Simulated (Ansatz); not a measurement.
Species: SiS, charge 0, singlet. SiS (sulfanylidenesilicon, SMILES [Si]=S).
B3LYP-D3(BJ)/def2-TZVP minimum from Ansatz (a first-principles code):
```xyz
2

Si     0.0000     0.0000    -1.0336
S      0.0000     0.0000     0.9044
```
Charge 0, spin multiplicity 1.

Total energies in cc-pV(5+d)Z, 10 correlated electrons, 10 frozen orbitals. UHF or UKS for unpaired electrons; spin-orbit terms are left out. Cores are frozen in correlated methods. No relativity. The T1 diagnostic of SSi ([Si]=S, singlet) reaches 0.025 in the sets run.

| method | program | energy (Eh) | minus CCSDT(Q) (mEh) |
|---|---|---|---|
| HF | Ansatz | -686.51561 | 329.17 |
| MP2 | Ansatz | -686.80692 | 37.86 |
| CCSD | Ansatz | -686.82180 | 22.98 |
| CCSD(T) | Ansatz | -686.84245 | 2.33 |
| CCSDT(Q) | Ansatz | -686.84478 | 0.00 |

Rough core times of Ansatz's runs on a shared machine: CCSD(T) 40 s, CCSDT(Q) 30 min.
